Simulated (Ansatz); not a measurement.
CoSi6. Total charge 0; sextet. Geometry r2SCAN-D4/def2-SVP; atoms count from 1.

Cartesian coordinates in Å:
```
Co -0.8804 0.6137 -1.1669
Si 0.8745 -1.0907 -0.7095
Si 0.8551 1.0432 0.5314
Si 1.3270 1.0272 -1.7934
Si 0.6128 -1.0314 1.7397
Si -1.4162 0.7765 1.2276
Si -1.3730 -1.3385 0.1710
```

At PBE0-D4/def2-TZVP a quartet of charge 0 lies 1.14 eV below the sextet, each at its own geometry. The structure comes from a short search, and lower isomers may exist.

(1) Estimate the Mulliken populations from the PBE0/def2-TZVP orbitals of Ansatz.

(2) Where does the spin sit?

(3) And the Mayer bond orders between bonded heavy atoms (over 0.3)?

## Answers

(1) 
```json
{"atom": "Co1", "charge (e)": "0.13", "spin (α − β)": "2.33", "d electrons": "7.70"}
{"atom": "Si2", "charge (e)": "0.03", "spin (α − β)": "0.47", "d electrons": "–"}
{"atom": "Si3", "charge (e)": "0.06", "spin (α − β)": "0.25", "d electrons": "–"}
{"atom": "Si4", "charge (e)": "-0.11", "spin (α − β)": "0.57", "d electrons": "–"}
{"atom": "Si5", "charge (e)": "-0.01", "spin (α − β)": "0.07", "d electrons": "–"}
{"atom": "Si6", "charge (e)": "-0.05", "spin (α − β)": "0.66", "d electrons": "–"}
{"atom": "Si7", "charge (e)": "-0.04", "spin (α − β)": "0.64", "d electrons": "–"}
```
Mulliken values and Mayer orders depend strongly on the basis.

(2) Summed by element: Co 2.33, Si 2.67, of 5 unpaired in all. Largest on single atoms: Co1 2.33, Si6 0.66, Si7 0.64.

(3) Co1–Si2 0.43 (2.49 Å); Co1–Si3 0.42 (2.47 Å); Co1–Si4 0.82 (2.33 Å); Co1–Si6 0.58 (2.46 Å); Co1–Si7 0.58 (2.42 Å); Si2–Si3 0.57 (2.47 Å); Si2–Si4 0.77 (2.42 Å); Si2–Si5 0.71 (2.46 Å); Si2–Si7 0.73 (2.43 Å); Si3–Si4 0.86 (2.37 Å); Si3–Si5 0.76 (2.41 Å); Si3–Si6 0.79 (2.39 Å); Si5–Si7 0.63 (2.55 Å); Si6–Si7 0.88 (2.36 Å). Values over 0.3 also appear between atoms too far apart for a bond (Si5–Si6 0.48 at 2.77 Å); they arise where an orbital or an unpaired electron spreads over both atoms.
